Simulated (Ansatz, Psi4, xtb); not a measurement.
Intermolecular potential of H4Si ··· HF (SMILES [SiH4] and F). Monomers: optimised at B3LYP-D3(BJ) (def2-TZVP), held rigid. Orientation: lowest of the rigid-body minima from ten starts at GFN2-xTB. R is the distance of the centres of mass, along which the second monomer moves.

Methods: GFN1-xTB (xtb); PBE/def2-TZVP, counterpoise-corrected (Psi4); CCSD(T)/aug-cc-pVDZ = CCSD(T) on RHF/aug-cc-pVDZ, frozen core, counterpoise-corrected (Ansatz, a quantum-chemistry and plane-wave program).

Interaction energies in kJ/mol:

```json
[
 {"R / Å": "3.06", "GFN1-xTB": "-5.89", "PBE/def2-TZVP": "15.28"},
 {"R / Å": "3.24", "GFN1-xTB": "-5.26", "PBE/def2-TZVP": "7.83"},
 {"R / Å": "3.47", "GFN1-xTB": "-4.14", "PBE/def2-TZVP": "3.30"},
 {"R / Å": "3.68", "GFN1-xTB": "-3.15", "PBE/def2-TZVP": "1.52"},
 {"R / Å": "3.90", "GFN1-xTB": "-2.31", "PBE/def2-TZVP": "0.73"},
 {"R / Å": "4.15", "GFN1-xTB": "-1.61", "PBE/def2-TZVP": "0.38"},
 {"R / Å": "4.49", "GFN1-xTB": "-1.00", "PBE/def2-TZVP": "0.24"},
 {"R / Å": "4.94", "GFN1-xTB": "-0.56", "PBE/def2-TZVP": "0.22"},
 {"R / Å": "5.68", "GFN1-xTB": "-0.24", "PBE/def2-TZVP": "0.19"},
 {"R / Å": "6.64", "GFN1-xTB": "-0.09", "PBE/def2-TZVP": "0.11"},
 {"R / Å": "7.95", "GFN1-xTB": "-0.03", "PBE/def2-TZVP": "0.04"}
]
```

**Question.** Predict the corresponding CCSD(T)/aug-cc-pVDZ column.

**Answer.** 3.06: 24.99; 3.24: 14.40; 3.47: 7.31; 3.68: 4.08; 3.90: 2.32; 4.15: 1.33; 4.49: 0.73; 4.94: 0.40; 5.68: 0.20; 6.64: 0.10; 7.95: 0.04 (kJ/mol).
